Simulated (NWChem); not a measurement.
Program: NWChem. System: ClSi, charge 1, spin multiplicity 1, displaced from the optimised geometry. The structure started from a generated list of species. Level: BP86/def2-TZVP.

Job file:

```
start mol
memory heap 200 mb stack 900 mb global 1100 mb
charge 1
geometry units angstroms nocenter noautoz
  Si     0.000000     0.000000     1.109710
  Cl     0.000000     0.000000    -0.913879
  symmetry group C2v
end
basis spherical
  * library def2-tzvp
end
dft
  xc becke88 perdew86
  semidirect memsize 60000000 filesize 0
  iterations 100
  grid medium
end
task dft gradient
```

Output (cleaned and shortened):

```
             Northwest Computational Chemistry Package (NWChem) 7.3.0
             --------------------------------------------------------

                                NWChem Input Module
                                -------------------

 Scaling coordinates for geometry "geometry" by  1.889725989
 (inverse scale =  0.529177249)

 Turning off AUTOSYM since
 SYMMETRY directive was detected!

                             Geometry "geometry" -> ""
                             -------------------------

 Output coordinates in angstroms (scale by  1.889725989 to convert to a.u.)

  No.       Tag          Charge          X              Y              Z
 ---- ---------------- ---------- -------------- -------------- --------------
    1 Si                  14.0000     0.00000000     0.00000000     1.10971000
    2 Cl                  17.0000     0.00000000     0.00000000    -0.91387900

 Effective nuclear repulsion energy (a.u.)      62.2380262306

            Nuclear Dipole moment (a.u.)
            ----------------------------
        X                 Y               Z
 ---------------- ---------------- ----------------
     0.0000000000     0.0000000000    -0.0000056692

      Symmetry information
      --------------------

 Group name             C2v
 Group number             16
 Group order               4
 No. of unique centers     2

      Symmetry unique atoms

     1    2


 Summary of "ao basis" -> "" (spherical)
 ------------------------------------------------------------------------------
       Tag                 Description            Shells   Functions and Types
 ---------------- ------------------------------  ------  ---------------------
 *                         def2-tzvp                  on all atoms

  perdew86 is a nonlocal functional; adding perdew81 local functional.

                                 NWChem DFT Module
                                 -----------------

 Summary of "ao basis" -> "ao basis" (spherical)
 ------------------------------------------------------------------------------
       Tag                 Description            Shells   Functions and Types
 ---------------- ------------------------------  ------  ---------------------
 Si                        def2-tzvp                13       37   5s5p2d1f
 Cl                        def2-tzvp                13       37   5s5p2d1f

 Summary of "ao basis" -> "ao basis" (spherical)
 ------------------------------------------------------------------------------
       Tag                 Description            Shells   Functions and Types
 ---------------- ------------------------------  ------  ---------------------
 Si                        def2-tzvp                13       37   5s5p2d1f
 Cl                        def2-tzvp                13       37   5s5p2d1f

      Symmetry analysis of basis
      --------------------------

        a1         32
        a2          6
        b1         18
        b2         18

            General Information
            -------------------
          SCF calculation type: DFT
          Wavefunction type:  closed shell.
          No. of atoms     :     2
          No. of electrons :    30
           Alpha electrons :    15
            Beta electrons :    15
          Charge           :     1
          Spin multiplicity:     1
          Use of symmetry is: on ; symmetry adaption is: on
          Maximum number of iterations: 100
          AO basis - number of functions:    74
                     number of shells:    26
[...]
    16      0.635376  1 Si py                19      0.290817  1 Si py
    53     -0.226481  2 Cl py                13      0.191851  1 Si py
     7     -0.189906  1 Si py                56     -0.185011  2 Cl py
    50     -0.112894  2 Cl py                44      0.085709  2 Cl py
    10     -0.084358  1 Si py                64      0.043774  2 Cl d -1

 Vector   17  Occ=0.000000D+00  E=-3.928141D-01  Symmetry=b1
              MO Center= -7.3D-16,  2.5D-31,  9.0D-01, r^2= 2.5D+00
   Bfn.  Coefficient  Atom+Function         Bfn.  Coefficient  Atom+Function
  ----- ------------  ---------------      ----- ------------  ---------------
    15      0.635376  1 Si px                18      0.290817  1 Si px
    52     -0.226481  2 Cl px                12      0.191851  1 Si px
     6     -0.189906  1 Si px                55     -0.185011  2 Cl px
    49     -0.112894  2 Cl px                43      0.085709  2 Cl px
     9     -0.084358  1 Si px                66     -0.043774  2 Cl d  1

 Vector   18  Occ=0.000000D+00  E=-2.639959D-01  Symmetry=a1
              MO Center= -4.5D-16, -2.3D-16,  9.1D-01, r^2= 3.3D+00
   Bfn.  Coefficient  Atom+Function         Bfn.  Coefficient  Atom+Function
  ----- ------------  ---------------      ----- ------------  ---------------
    17      0.550426  1 Si pz                20      0.484882  1 Si pz
    42      0.332453  2 Cl s                 57      0.300817  2 Cl pz
    54      0.290279  2 Cl pz                 4     -0.263405  1 Si s
     5     -0.230192  1 Si s                 41      0.228212  2 Cl s
    28      0.185181  1 Si d  0              14      0.155898  1 Si pz

 center of mass
 --------------
 x =   0.00000000 y =   0.00000000 z =  -0.02735014

 moments of inertia (a.u.)
 ------------------
         227.277832170451           0.000000000000           0.000000000000
           0.000000000000         227.277832170451           0.000000000000
           0.000000000000           0.000000000000           0.000000000000

     Multipole analysis of the density
     ---------------------------------

     L   x y z        total         alpha         beta         nuclear
     -   - - -        -----         -----         ----         -------
     0   0 0 0      1.000000    -15.000000    -15.000000     31.000000

     1   1 0 0      0.000000      0.000000      0.000000      0.000000
     1   0 1 0      0.000000      0.000000      0.000000      0.000000
     1   0 0 1      1.377398      0.688702      0.688702     -0.000006

     2   2 0 0    -15.019048     -7.509524     -7.509524      0.000000
     2   1 1 0     -0.000000     -0.000000     -0.000000      0.000000
     2   1 0 1      0.000000      0.000000      0.000000      0.000000
     2   0 2 0    -15.019048     -7.509524     -7.509524      0.000000
     2   0 1 1      0.000000      0.000000      0.000000      0.000000
     2   0 0 2    -10.276700    -61.272553    -61.272553    112.268406

            General Information
            -------------------
          SCF calculation type: DFT
          Wavefunction type:  closed shell.
          No. of atoms     :     2
          No. of electrons :    30
           Alpha electrons :    15
            Beta electrons :    15
          Charge           :     1
          Spin multiplicity:     1
          Use of symmetry is: on ; symmetry adaption is: on
          Maximum number of iterations: 100
          AO basis - number of functions:    74
                     number of shells:    26
          Convergence on energy requested:  1.00D-06
          Convergence on density requested:  1.00D-05
          Convergence on gradient requested:  5.00D-04

              XC Information
              --------------
                    Becke 1988 Exchange Functional  1.000
                Perdew 1981 Correlation Functional  1.000 local
                Perdew 1986 Correlation Functional  1.000 non-local

             Grid Information
             ----------------
          Grid used for XC integration:  medium
          Radial quadrature: Mura-Knowles
          Angular quadrature: Lebedev.
          Tag              B.-S. Rad. Rad. Pts. Rad. Cut. Ang. Pts.
          ---              ---------- --------- --------- ---------
          Si                  1.10       88           8.0       590
          Cl                  1.00       88           8.0       590
          Grid pruning is: on
          Number of quadrature shells:   176
          Spatial weights used:  Erf1

          Convergence Information
          -----------------------
          Convergence aids based upon iterative change in
          total energy or number of iterations.
          Levelshifting, if invoked, occurs when the
          HOMO/LUMO gap drops below (HL_TOL):  1.00D-02
          DIIS, if invoked, will attempt to extrapolate
          using up to (NFOCK): 10 stored Fock matrices.

                    Damping( 0%)  Levelshifting(0.5)       DIIS
                  --------------- ------------------- ---------------
          dE  on:    start            ASAP                start
          dE off:    2 iters        100 iters           100 iters

      Screening Tolerance Information
      -------------------------------
          Density screening/tol_rho:  1.00D-10
          AO Gaussian exp screening on grid/accAOfunc:  14
          CD Gaussian exp screening on grid/accCDfunc:  20
          XC Gaussian exp screening on grid/accXCfunc:  20
          Schwarz screening/accCoul:  1.00D-08

                            NWChem DFT Gradient Module
                            --------------------------

  charge          =   1.00
  wavefunction    = closed shell

  Using symmetry

                         DFT ENERGY GRADIENTS

    atom               coordinates                        gradient
                 x          y          z           x          y          z
   1 Si      0.000000   0.000000   2.097048    0.000000   0.000000   0.019212
   2 Cl      0.000000   0.000000  -1.726981    0.000000   0.000000  -0.019212

                 ----------------------------------------
                 |  Time  |  1-e(secs)   |  2-e(secs)   |
                 ----------------------------------------
                 |  CPU   |       0.00   |       1.93   |
                 ----------------------------------------
                 |  WALL  |       0.00   |       1.93   |
                 ----------------------------------------

 Task  times  cpu:        2.9s     wall:        2.9s

 Total times  cpu:        2.9s     wall:        2.9s
```
